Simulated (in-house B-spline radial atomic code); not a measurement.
Configurations of Zr⁶⁺, with energies counted from [Ar] 3d10 4s2 4p4. Computed with a B-spline radial code for spherical atoms: scalar-relativistic (X2C) HSE06, spin-polarised, spherical fractional occupations, exact exchange averaged over the configuration, Fermi nucleus of rms radius 4.2694 fm. Shells without spins written out take the highest spin.

Occupations are held fixed; configurations that lie above the ionisation limit could autoionise.

```
        configuration  E - E(ref) (eV)  highest orbital  its <r> (bohr)
    [Ar] 3d10 4s1 4p5           24.694          4p down           1.252
[Ar] 3d10 4s1 4p4 4d1           56.145            4d up           1.469
 [Ar] 3d9 4s2 4p4 4d1           194.01            4d up           1.428
 [Ar] 3d9 4s2 4p4 5s1           213.35            5s up           2.296
```

Order these further configurations by energy, lowest first.
A. [Ar] 3d9 4s2 4p4 5p1
B. [Ar] 3d9 4s2 4p4 5f1
C. [Ar] 3d9 4s2 4p4 5d1
D. [Ar] 3d9 4s2 4p5
E. [Ar] 3d10 4s1 4p4 5s1

E (74.231 eV), D (159.76 eV), A (221.74 eV), C (234.34 eV), B (246.48 eV).
